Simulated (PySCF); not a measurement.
C₄H₄ClF. Atoms are numbered in the order given.

```xyz
10

C      2.5027    -0.2044    -1.5334
C      1.4040    -0.4161    -0.8567
C      0.2818    -0.6020    -0.1992
F      0.1832    -1.5332     0.7706
C     -0.9800     0.1501    -0.4361
Cl    -1.4219     1.1882     0.9862
H      2.7153    -0.7387    -2.4677
H      3.2576     0.5130    -1.1883
H     -1.8187    -0.5455    -0.5826
H     -0.8825     0.8047    -1.3096
```

Coordinates come from a B3LYP-D3(BJ)/def2-SVP optimisation. This is a generated structure with no PubChem entry under its InChIKey; it may be hypothetical. The values are those of a single conformer.

Method: KT2/pcSseg-1 (PySCF).

GIAO shieldings, no solvent; atoms listed in one row are averaged. δ = σ(ref) − σ: ¹³C against TMS (σ = 185.1 ppm); ¹⁹F against CFCl3 (σ = 127.1 ppm); ³⁵Cl against HCl (σ = 945.4 ppm); ¹H against TMS (σ = 31.47 ppm), references at their B3LYP-D3(BJ)/def2-TZVP geometries, non-relativistic (without spin–orbit terms, shifts of atoms bonded to Cl or Br come out too high).

| nucleus | atoms | count | δ (ppm) |
|---|---|---|---|
| ¹³C | C2 | 1 | 202.8 |
| ¹³C | C3 | 1 | 141.7 |
| ¹³C | C1 | 1 | 92.5 |
| ¹³C | C5 | 1 | 54.4 |
| ¹⁹F | F4 | 1 | -178.3 |
| ³⁵Cl | Cl6 | 1 | 150.3 |
| ¹H | H8 | 1 | 6.10 |
| ¹H | H7 | 1 | 6.00 |
| ¹H | H9 | 1 | 4.85 |
| ¹H | H10 | 1 | 4.33 |
